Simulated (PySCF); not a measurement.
Q: Give a GFN2-xTB geometry of InChI=1S/C4H7FO4/c1-7-4(6)9-3-8-2-5/h2-3H2,1H3.

A: 
Z-matrix in Å and degrees, rows numbered from 1:
```
C 
O   1  1.4253
C   2  1.3253  1  117.24
O   3  1.1943  2  126.85  1     0.78
O   3  1.3473  2  107.63  1  -178.14
C   5  1.4159  3  116.85  2  -174.29
O   6  1.3962  5  111.33  3    93.72
C   7  1.3775  6  114.84  5    69.50
F   8  1.3738  7  110.55  6    71.14
H   1  1.0908  2  110.24  3    -5.59
H   1  1.0893  2  107.70  3  -126.11
H   1  1.0901  2  108.41  3   114.98
H   6  1.0963  5  106.11  3  -144.72
H   6  1.0946  5  110.18  3   -23.79
H   8  1.0995  7  113.03  6   -47.90
H   8  1.0943  7  107.52  6  -172.02
```

Of the pairs four or more bonds apart, O4···H10 is among the closest relative to their van der Waals radii: 2.26 Å, 83 % of the sum of Bondi's values. O2 (oxygen singly bound to a carbonyl carbon) is bent (angle 117.2°). O7 (ether oxygen) is bent (angle 114.8°). The C–O distances run from 1.194 Å (C3=O4, drawn double) to 1.425 Å (C1–O2, drawn single), a spread of 0.231 Å.

Computed geometry: GFN2-xTB, gas phase.

Point group: C1 (no symmetry element, even within 0.4 Å). No frequency check. The numbers are those of one conformer (C1–O2–C3–O4 1°, O2–C3–O5–C6 -174°, C3–O5–C6–O7 94°, O5–C6–O7–C8 70°, C6–O7–C8–F9 71°).
